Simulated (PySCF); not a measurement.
These are B3LYP-D3(BJ)/def2-TZVP // BP86-D3(BJ)/def2-SVP in PySCF 2.14.0 values and carry that method's errors. Isolated molecules, 0 K electronic values unless said otherwise. B3LYP has the VWN-RPA correlation part, as in Gaussian. 

Reference species: [Zr(F)(H)3] (neutral, multiplicity 1).

| Property | Result |
|---|---|
| HOMO | -8.42 eV |
| mean distance from the central atom to its bonded neighbours | 1.866 Å |
| charge on the central atom (Mulliken) | 0.99 e |
| coordination number | 4 |

After one change: the HOMO drops by 0.48 eV; the mean distance from the central atom to its bonded neighbours rises by 0.026 Å; the charge on the central atom (Mulliken) goes up by 0.52 e; the coordination number is nearly the same.

Task: Name the change that produced these shifts. The new species is one of these.
(A) [Zr(H)4]
(B) [Zr(F)4]
(C) [Zr(F)2(H)2]
(D) [Zr(F)3(H)]

Result: D, [Zr(F)3(H)]
